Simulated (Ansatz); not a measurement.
Si3Te6⁻. The state is a doublet with charge -1. Geometry PBE-D4/def2-SVP, that of the neutral singlet; atoms count from 1.

```
atom   x (Å)   y (Å)   z (Å)
 Si1  -2.033   0.415  -0.937
 Si2   2.290   1.128  -0.860
 Si3   0.615  -0.492   1.483
 Te4  -1.911  -0.558   1.373
 Te5  -4.133   0.947  -1.798
 Te6   0.038   0.681  -2.347
 Te7   2.051  -2.398   2.177
 Te8   1.554  -1.558  -0.631
 Te9   1.530   1.835   1.540
```

In the def2 sets Te takes a core potential; there is no spin–orbit coupling. The structure comes from a short search, and lower isomers may exist.

**Question.** Estimate the Mulliken populations from the PBE0/def2-SVP orbitals of Ansatz.

**Answer.** 
| atom | charge (e) | spin (α − β) |
| --- | --- | --- |
| Si1 | 0.14 | 0.20 |
| Si2 | 0.04 | 0.06 |
| Si3 | 0.06 | -0.02 |
| Te4 | -0.09 | -0.01 |
| Te5 | -0.37 | 0.06 |
| Te6 | -0.18 | -0.03 |
| Te7 | -0.32 | 0.36 |
| Te8 | -0.08 | 0.38 |
| Te9 | -0.20 | 0.00 |
Mulliken values and Mayer orders depend strongly on the basis.

**Question.** Where does the spin sit?

**Answer.** Summed by element: Si 0.24, Te 0.76, of 1 unpaired in all. Largest on single atoms: Te8 0.38, Te7 0.36, Si1 0.20.

**Question.** And the Mayer bond orders between bonded heavy atoms (over 0.3)?

**Answer.** Si1–Te4 0.98 (2.51 Å); Si1–Te5 1.64 (2.33 Å); Si1–Te6 1.12 (2.52 Å); Si2–Te6 0.74 (2.74 Å); Si2–Te8 0.75 (2.79 Å); Si2–Te9 0.93 (2.61 Å); Si3–Te4 0.92 (2.53 Å); Si3–Te7 1.12 (2.49 Å); Si3–Te8 0.88 (2.55 Å); Si3–Te9 0.98 (2.50 Å); Te7–Te8 0.44 (2.97 Å).
